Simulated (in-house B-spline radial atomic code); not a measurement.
Results of a calculation; reference values are marked as such.
**C6 from the polarisability at imaginary frequency: neutral cadmium**

RPBE linear response of the closed shell [Kr] 4d10 5s2, from an all-electron radial atomic-structure program (B-spline basis); scalar-relativistic (spin-free one-electron X2C), finite nucleus, no spin-orbit coupling; shells from n = 3 respond.

The dispersion coefficient of two like species is C6 = (3/π) ∫ α(iu)² du from 0 to ∞.

```json
{"u (hartree)": "0", "α(iu) (bohr³)": "49.35"}
{"u (hartree)": "0.03", "α(iu) (bohr³)": "48.34"}
{"u (hartree)": "0.07", "α(iu) (bohr³)": "44.4"}
{"u (hartree)": "0.12", "α(iu) (bohr³)": "37.52"}
{"u (hartree)": "0.2", "α(iu) (bohr³)": "27.39"}
{"u (hartree)": "0.3", "α(iu) (bohr³)": "19.09"}
{"u (hartree)": "0.45", "α(iu) (bohr³)": "12.53"}
{"u (hartree)": "0.7", "α(iu) (bohr³)": "7.736"}
{"u (hartree)": "1", "α(iu) (bohr³)": "5.202"}
{"u (hartree)": "1.5", "α(iu) (bohr³)": "3.246"}
{"u (hartree)": "2.5", "α(iu) (bohr³)": "1.679"}
{"u (hartree)": "5", "α(iu) (bohr³)": "0.5916"}
```

Question: Fit one oscillator, α(iu) = α(0)/(1 + u²/ω²), through u = 0.45 and estimate C6.

Answer: From α(0)/α(iu) − 1 = 49.35/12.53 − 1 = 2.9385, ω = u/√2.9385 = 0.2625 hartree (7.1 eV). London's formula gives C6 = (3/4) α(0)² ω = 0.75 × 49.35² × 0.2625 = 479.5 hartree·bohr⁶, and the oscillator holds f = α(0) ω² = 3.40 electrons, of a sum of oscillator strengths of 41.2.

Question: How does that compare with the full integral?

Answer: The program's quadrature over all excitations gives C6 = 448.9, so the single oscillator is off by +6.8 %. At the last point the fit gives α = 0.136 against 0.592: higher excitations, and deeper shells where there are any, keep the true curve higher at large u.
